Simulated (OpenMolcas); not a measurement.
4d⁵ along the 41-electron sequence

```
Program             : OpenMolcas 26.06
Method              : CASSCF
Basis               : ANO-RCC-VTZP
Scalar Hamiltonian  : DKH2, point nucleus
Spin-orbit coupling : RASSI with atomic mean-field integrals over the reference wave functions, term energies averaged over their components
```

Active space for each ion: 5 electrons in 5 orbitals (4d).

Computed levels in cm-1 above ⁶S_5/2:

| Level | Ru3+ | Rh4+ | Pd5+ | Ag6+ |
| --- | --- | --- | --- | --- |
| ⁴G_5/2 | 27480 | 30129 | 32285 | 34938 |
| ⁴G_7/2 | 27677 | 30440 | 32790 | 35645 |
| ⁴G_11/2 | 27731 | 30526 | 32927 | 35833 |
| ⁴G_9/2 | 27793 | 30622 | 33079 | 36038 |
| ⁴P_5/2 | 31064 | 33819 | 35934 | 38728 |
| ⁴P_3/2 | 31497 | 34431 | 36776 | 39768 |
| ⁴P_1/2 | 32076 | 35247 | 37904 | 41188 |
| ⁴D_7/2 | 34016 | 37382 | 40266 | 43750 |
| ⁴D_1/2 | 34657 | 38340 | 41669 | 45576 |
| weight of ⁶S in the lowest level (%) | 99 | 99 | 99 | 98 |

Mixed levels, with the weight of the term that names them: Ru3+ ⁴P_5/2 (69 %), Ru3+ ⁴P_3/2 (73 %), Rh4+ ⁴P_5/2 (64 %), Rh4+ ⁴P_3/2 (69 %), Pd5+ ⁴P_5/2 (59 %), Pd5+ ⁴P_3/2 (65 %), Ag6+ ⁴P_5/2 (56 %), Ag6+ ⁴P_3/2 (62 %).

Measured, with the error of the calculation in %. Measured levels: Ag6+ from the list in Gamrath, thesis, University of Mons (2023).

| Level | Ag6+ |
| --- | --- |
| ⁴G_5/2 | 29390 (+18.9) |
| ⁴G_7/2 | 30378 (+17.3) |
| ⁴G_11/2 | 30662 (+16.9) |
| ⁴G_9/2 | 30907 (+16.6) |
| ⁴P_3/2 | 32994 (+20.5) |
| ⁴P_1/2 | 34605 (+19.0) |
| ⁴D_7/2 | 36485 (+19.9) |
| ⁴D_1/2 | 38685 (+17.8) |

⁴G_5/2 changes by a factor of 1.27 over the same range, with steps per unit of Z of +2650, +2160, +2650 cm-1.

Without dynamic correlation excited terms often stand tens of per cent too high (terms of higher spin than the ground term too low), and those without a measured partner can miss by more than the paired ones. Measured partners are found by configuration, term and J. A level has none where our copy of the source lacks it or the pairing is in doubt (some pairs that miss far off the trend of their configuration count as doubtful), and it then counts in no deviation. Only configurations of the active space appear.
